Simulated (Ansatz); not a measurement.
Cartesian coordinates (Å):
```xyz
7

Zn     0.0091    -0.0194     0.0425
N      0.8542     1.5581     0.4231
H      1.4842     1.5175     1.2350
H      0.2144     2.3430     0.6058
N     -0.8901    -1.4823    -0.5892
H     -1.1883    -2.1446     0.1388
H     -0.3579    -2.0390    -1.2714
```
Charge 0, spin multiplicity 1.

Level of theory: frozen-core CCSD(T)/def2-TZVPP // PBE-D3(BJ)/def2-SVP run with Ansatz (a quantum-chemistry and plane-wave program).

```json
{
  "HF energy": "-1889.08215 Ha",
  "MP2 correlation energy": "-1.28960 Ha"
}
```

Estimate the CCSD correlation energy, the (T) correction, the total energy and the T1 diagnostic.


| Property | Result |
|---|---|
| CCSD correlation energy | -1.21675 Ha |
| (T) correction | -0.03617 Ha |
| CCSD(T) total energy | -1890.33508 Ha |
| T1 diagnostic | 0.015 |
